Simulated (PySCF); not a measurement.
C₂H₉NOSi₂, SMILES [Si@H]1(O)[SiH2]N(C1)C.

Geometry: ωB97X-D3(BJ)/def2-SVP. The structure was generated by enumeration; whether it is a known compound was not checked. One conformer was computed; it need not be the lowest.

Computed with PySCF with SMD-M06-2X/6-31G*.

Solvation free energies are E(SMD) − E(gas) at the gas-phase geometry, for 1 M in both phases. In vacuum the dipole moment is 1.65 D.

### Question
Estimate the solvation free energies in water, 1-octanol, acetone. (Estimate from the structure and the level; the computed values follow.)

### Answer

```csv
solvent,ΔG(solv) (kcal/mol),its non-electrostatic (CDS) part,dipole (D)
water,-2.9,4.0,2.21
1-octanol,-5.3,0.3,2.11
acetone,-5.0,-1.2,2.06
```
